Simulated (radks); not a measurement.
The numbers below are computed, except where a source is named.
Charge is removed step by step from the 5d3/2 level of the hafnium ion Hf+, starting from [Xe] 4f14 5d(3/2: 1, 5/2: 0) 6s2. Code: a radial shooting solver on a logarithmic mesh with Libxc functionals. Model: Dirac Kohn-Sham, PBEsol, spin-unpolarised, spherical densities, point nucleus.

removed (e)	E - E(0) (eV)	eigenvalue (eV)	E minus straight line (eV)
0	0.000	-10.995	0.000
0.25	3.040	-13.339	-0.922
0.5	6.678	-15.785	-1.245
0.75	10.940	-18.324	-0.945
1	15.847	-20.948	0.000

Removing the whole electron costs 15.847 eV by Delta-SCF, against 10.995 eV from minus the eigenvalue at the starting occupation. Slater's transition state (half an electron removed) gives 15.785 eV. Integrating minus the eigenvalue over the occupation (Janak's theorem) gives 15.847 eV. The mean slope of the eigenvalue, de/dn, is 9.95 eV per electron.
